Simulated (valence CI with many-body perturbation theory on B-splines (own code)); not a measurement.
# Ti I: electric-dipole lines

Calculated by configuration interaction combined with many-body perturbation theory (CI+MBPT): four valence electrons over a frozen Dirac-Fock core [Ar], a basis of 7 s, 7 p, 8 d, 6 f, 4 g, 1 h functions for each j, with the one-electron correlation potential Σ1 (screened to all orders), the two-electron term Σ2, the three-electron term Σ3, Breit, model QED; selected single and double excitations, second order for the rest, scaled by the run's own slope (own B-spline code, finite nucleus).

Against 74 measured levels this calculation errs by 268 cm⁻¹ on average and by 483 at most. These come from a selection out of the NIST Handbook of Basic Atomic Spectroscopic Data. Levels without a partner in it may be off by more, other configurations by 1,000 to 4,000 cm⁻¹. Among the levels kept, up to 820 cm⁻¹ of a level comes from second order outside the variational space, and about a tenth of that is noise between levels of different J, which matters for small intervals. 3 measured levels below the end of the list, from 27355 cm⁻¹ on, found no clear computed partner, and computed levels of the same name lie up to 117 cm⁻¹ from them.

Lines 251 to 300 of 529 in falling wavelength, among levels below 31432 cm⁻¹, chosen from the strongest by gf and those to the six lowest levels. Wavelengths and rates use the calculated energies, so an error of 300 cm⁻¹ moves a line at 630.0 nm by 1.9 % and its rate by three times that or more. Electric multipoles are in the length gauge, E1 and E2 with the static RPA response of the core. Weak lines are less certain than strong ones. Lines between different terms over intervals too small for the method are left out, as are lines whose strength nearly cancels and 12 of this kind that miss the measured wavelength by over 7 %. Where a level lies close to another of its J and parity, the split of strength between their lines is uncertain. The highest levels of a list are the least certain.

Names give the largest LS component (configuration and term), which can be under half, so a name can repeat, a term be missing and a line seem to break the LS rules; names also repeat where a configuration has a term twice. Letters in brackets count levels of one name in rising energy.

| λ vac (nm) | λ from measured levels | Upper | Lower | A (s⁻¹) | S (a.u.) with core polarisation | S without |
| --- | --- | --- | --- | --- | --- | --- |
| 636.8 |  | 3d2 4s 4p 3D°_2 [b] | 3d3 4s 3F_3 [a] | 3.79e+05 | 2.42e-01 | 2.52e-01 |
| 634.7 |  | 3d2 4s 4p 3D°_1 [b] | 3d3 4s 3F_2 [a] | 5.28e+05 | 2.00e-01 | 2.09e-01 |
| 630.0 | 612.8 | 3d2 4s 4p 3S°_1 | 3d2 4s2 3P_2 | 2.48e+06 | 9.20e-01 | 9.87e-01 |
| 628.1 |  | 3d2 4s 4p 5P°_3 | 3d3 4s 3F_4 [a] | 1.23e+05 | 1.06e-01 | 1.10e-01 |
| 627.2 |  | 3d3 4p 3G°_3 [b] | 3d3 4s 3G_3 | 6.53e+05 | 5.57e-01 | 5.93e-01 |
| 625.8 | 608.7 | 3d2 4s 4p 3S°_1 | 3d2 4s2 3P_1 | 1.91e+06 | 6.94e-01 | 7.44e-01 |
| 625.3 |  | 3d2 4s 4p 3H°_4 | 3d3 4s 3G_4 | 1.03e+06 | 1.12e+00 | 1.18e+00 |
| 623.4 |  | 3d2 4s 4p 3H°_4 | 3d3 4s 3G_3 | 3.18e+06 | 3.42e+00 | 3.58e+00 |
| 623.1 | 606.6 | 3d2 4s 4p 3S°_1 | 3d2 4s2 3P_0 | 7.87e+05 | 2.82e-01 | 3.03e-01 |
| 610.5 | 594.3 | 3d3 4p 3D°_1 [a] | 3d2 4s2 3P_1 | 2.00e+06 | 6.73e-01 | 7.22e-01 |
| 609.8 | 593.9 | 3d3 4p 3D°_2 [a] | 3d2 4s2 3P_2 | 7.99e+05 | 4.47e-01 | 4.80e-01 |
| 609.8 | 594.2 | 3d2 4s 4p 5F°_5 | 3d2 4s2 3F_4 | 2.13e+03 | 2.62e-03 | 2.76e-03 |
| 608.0 | 592.4 | 3d3 4p 3D°_1 [a] | 3d2 4s2 3P_0 | 2.70e+06 | 8.97e-01 | 9.64e-01 |
| 606.6 | 592.0 | 3d2 4s 4p 3P°_2 | 3d2 4s2 3P_2 | 6.65e+05 | 3.66e-01 | 3.95e-01 |
| 605.8 | 590.1 | 3d3 4p 3D°_2 [a] | 3d2 4s2 3P_1 | 3.67e+06 | 2.01e+00 | 2.16e+00 |
| 605.4 | 590.5 | 3d2 4s 4p 3P°_1 | 3d2 4s2 3P_2 | 5.61e+05 | 1.84e-01 | 1.99e-01 |
| 602.6 | 586.8 | 3d3 4p 3D°_3 [a] | 3d2 4s2 3P_2 | 4.87e+06 | 3.68e+00 | 3.95e+00 |
| 566.3 |  | 3d3 4p 3D°_3 [b] | 3d2 4s2 1G_4 | 6.97e+05 | 4.37e-01 | 4.56e-01 |
| 566.2 |  | 3d2 4s 4p 3G°_5 [b] | 3d2 4s2 1G_4 | 9.11e+04 | 8.98e-02 | 9.21e-02 |
| 563.1 | 543.8 | 3d3 4p 3D°_3 [a] | 3d2 4s2 1D_2 | 1.52e+05 | 9.35e-02 | 1.00e-01 |
| 561.7 |  | 3d3 4p 3D°_2 [b] | 3d3 4s 3F_3 [a] | 1.97e+07 | 8.63e+00 | 9.00e+00 |
| 561.5 |  | 3d3 4p 3D°_1 [b] | 3d3 4s 3F_2 [a] | 2.30e+07 | 6.04e+00 | 6.30e+00 |
| 561.2 |  | 3d3 4p 3D°_3 [b] | 3d3 4s 3F_4 [a] | 1.82e+07 | 1.11e+01 | 1.16e+01 |
| 561.0 |  | 3d2 4s 4p 3G°_5 [b] | 3d3 4s 3F_4 [a] | 2.01e+06 | 1.92e+00 | 1.97e+00 |
| 560.5 | 549.2 | 3d2 4s 4p 5D°_3 [a] | 3d2 4s2 3F_4 | 1.30e+04 | 7.93e-03 | 8.17e-03 |
| 559.4 |  | 3d2 4s 4p 3G°_4 [b] | 3d3 4s 3F_3 [a] | 1.35e+06 | 1.05e+00 | 1.07e+00 |
| 558.3 |  | 3d3 4p 3D°_2 [b] | 3d3 4s 3F_2 [a] | 2.48e+06 | 1.06e+00 | 1.11e+00 |
| 557.9 |  | 3d2 4s 4p 3G°_3 [b] | 3d3 4s 3F_2 [a] | 8.44e+05 | 5.06e-01 | 5.15e-01 |
| 557.3 | 546.2 | 3d2 4s 4p 5D°_4 [a] | 3d2 4s2 3F_4 | 4.33e+04 | 3.33e-02 | 3.47e-02 |
| 557.1 |  | 3d3 4p 3D°_3 [b] | 3d3 4s 3F_3 [a] | 1.62e+06 | 9.70e-01 | 1.01e+00 |
| 556.9 | 549.2 | 3d3 4p 5D°_3 | 3d3 4s 3F_4 [a] | 1.32e+06 | 7.87e-01 | 8.21e-01 |
| 556.1 | 544.8 | 3d2 4s 4p 5D°_2 [a] | 3d2 4s2 3F_3 | 1.62e+04 | 6.86e-03 | 7.07e-03 |
| 555.3 | 540.3 | 3d2 4s 4p 3F°_2 [b] | 3d3 4s 5F_2 | 5.39e+04 | 2.28e-02 | 2.40e-02 |
| 555.2 | 547.4 | 3d3 4p 5D°_2 | 3d3 4s 3F_3 [a] | 4.94e+05 | 2.09e-01 | 2.18e-01 |
| 554.0 | 539.1 | 3d2 4s 4p 3F°_2 [b] | 3d3 4s 5F_1 | 1.52e+05 | 6.39e-02 | 6.71e-02 |
| 554.0 | 542.8 | 3d2 4s 4p 5D°_3 [a] | 3d2 4s2 3F_3 | 3.44e+04 | 2.02e-02 | 2.10e-02 |
| 553.5 | 538.6 | 3d2 4s 4p 3F°_3 [b] | 3d3 4s 5F_3 | 4.61e+04 | 2.70e-02 | 2.85e-02 |
| 552.9 | 545.1 | 3d3 4p 5D°_3 | 3d3 4s 3F_3 [a] | 1.42e+05 | 8.27e-02 | 8.63e-02 |
| 552.2 | 541.0 | 3d2 4s 4p 5D°_1 [a] | 3d2 4s2 3F_2 | 1.22e+04 | 3.04e-03 | 3.14e-03 |
| 551.6 | 536.8 | 3d2 4s 4p 3F°_3 [b] | 3d3 4s 5F_2 | 9.25e+04 | 5.36e-02 | 5.63e-02 |
| 550.9 | 539.8 | 3d2 4s 4p 5D°_4 [a] | 3d2 4s2 3F_3 | 3.32e+03 | 2.46e-03 | 2.57e-03 |
| 550.9 | 539.8 | 3d2 4s 4p 5D°_2 [a] | 3d2 4s2 3F_2 | 1.64e+04 | 6.77e-03 | 7.03e-03 |
| 548.6 | 534.0 | 3d2 4s 4p 3F°_4 [b] | 3d3 4s 5F_3 | 3.94e+04 | 2.89e-02 | 3.03e-02 |
| 548.5 | 534.2 | 3d3 4p 3D°_1 [a] | 3d3 4s 5F_2 | 4.49e+04 | 1.10e-02 | 1.14e-02 |
| 547.3 | 533.0 | 3d3 4p 3D°_1 [a] | 3d3 4s 5F_1 | 1.72e+04 | 4.18e-03 | 4.42e-03 |
| 546.6 | 532.5 | 3d3 4p 3D°_2 [a] | 3d3 4s 5F_3 | 5.20e+04 | 2.10e-02 | 2.17e-02 |
| 544.7 | 530.8 | 3d3 4p 3D°_2 [a] | 3d3 4s 5F_2 | 5.66e+03 | 2.26e-03 | 2.43e-03 |
| 537.0 | 525.4 | 3d2 4s 4p 3F°_3 [a] | 3d2 4s2 3F_4 | 1.38e+05 | 7.41e-02 | 7.65e-02 |
| 535.4 | 524.8 | 3d2 4s 4p 5D°_0 [b] | 3d3 4s 5F_1 | 2.38e+05 | 1.81e-02 | 1.61e-02 |
| 535.4 | 525.3 | 3d2 4s 4p 5D°_1 [b] | 3d3 4s 5F_2 | 1.78e+05 | 4.05e-02 | 3.65e-02 |
